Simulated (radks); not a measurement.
Dy3+, configuration [Kr] 4d10 4f9 5p6 5d2 (not the ground configuration).

Calculated with a radial shooting solver on a logarithmic mesh with Libxc functionals: Dirac Kohn-Sham, PBE, spin-unpolarised, spherical densities, finite nucleus; open shells are shared between the two j in proportion to 2j + 1; Fermi nuclear charge, rms radius 5.2218 fm.

Energy parts (eV):
| part | energy |
|---|---|
| total | -330931.93 |
| kinetic | 362922.96 |
| electron-nucleus | -813488.21 |
| Hartree | 126789.18 |
| exchange-correlation | -7155.87 |

Orbitals (lengths in bohr, moments of r in powers of bohr; <r^-3> diverges for s and p1/2):
| orbital | occ. | eigenvalue (eV) | <r^2> | <r> | <r^-3> | small-component weight |
|---|---|---|---|---|---|---|
| 1s1/2 | 2 | -53632.30 | 0.0006095 | 0.02112 | - | 6.07e-02 |
| 2s1/2 | 2 | -8960.611 | 0.009462 | 0.08922 | - | 1.35e-02 |
| 2p1/2 | 2 | -8524.793 | 0.006846 | 0.07438 | - | 1.35e-02 |
| 2p3/2 | 4 | -7724.566 | 0.008073 | 0.08143 | 11000 | 1.25e-02 |
| 3s1/2 | 2 | -2026.514 | 0.06276 | 0.2341 | - | 4.31e-03 |
| 3p1/2 | 2 | -1836.223 | 0.05827 | 0.2238 | - | 4.25e-03 |
| 3p3/2 | 4 | -1670.044 | 0.06522 | 0.2371 | 2367 | 3.96e-03 |
| 3d3/2 | 4 | -1342.721 | 0.05171 | 0.2096 | 400.3 | 3.84e-03 |
| 3d5/2 | 6 | -1306.436 | 0.05364 | 0.2138 | 352.9 | 3.75e-03 |
| 4s1/2 | 2 | -433.6625 | 0.3167 | 0.5295 | - | 1.38e-03 |
| 4p1/2 | 2 | -358.5285 | 0.3317 | 0.5398 | - | 1.30e-03 |
| 4p3/2 | 4 | -321.3144 | 0.3697 | 0.5701 | 530.9 | 1.19e-03 |
| 4d3/2 | 4 | -197.4396 | 0.4193 | 0.6012 | 76.72 | 1.02e-03 |
| 4d5/2 | 6 | -190.6723 | 0.4340 | 0.6118 | 66.61 | 9.92e-04 |
| 5s1/2 | 0 | -84.1287 | 1.768 | 1.256 | - | 3.07e-04 |
| 5p1/2 | 2 | -62.6322 | 2.163 | 1.385 | - | 2.52e-04 |
| 5p3/2 | 4 | -57.1095 | 2.431 | 1.468 | 78.21 | 2.26e-04 |
| 4f5/2 | 3.85714 | -42.7061 | 0.7681 | 0.7768 | 10.13 | 6.22e-04 |
| 4f7/2 | 5.14286 | -41.7323 | 0.7887 | 0.7867 | 9.756 | 6.10e-04 |
| 5d3/2 | 0.8 | -28.4743 | 4.471 | 1.974 | 6.673 | 1.25e-04 |
| 5d5/2 | 1.2 | -27.8956 | 4.632 | 2.009 | 5.765 | 1.21e-04 |
| 6p1/2 | 0 | -19.5142 | 12.66 | 3.371 | - | 5.25e-05 |
| 6p3/2 | 0 | -18.5552 | 13.82 | 3.523 | 13.88 | 4.89e-05 |

The highest occupied level is 5d5/2 at -27.896 eV. The configuration is held as typed, so some empty levels lie below it. The electron density at the nucleus is 7.395e+05 e/bohr^3. Summed over all electrons, <r^2> = 38.36 bohr^2, which gives a Langevin (diamagnetic) susceptibility term of -30.4 x 10^-6 cm^3/mol. The density falls to 0.001 e/bohr^3 at r = 3.57 bohr.
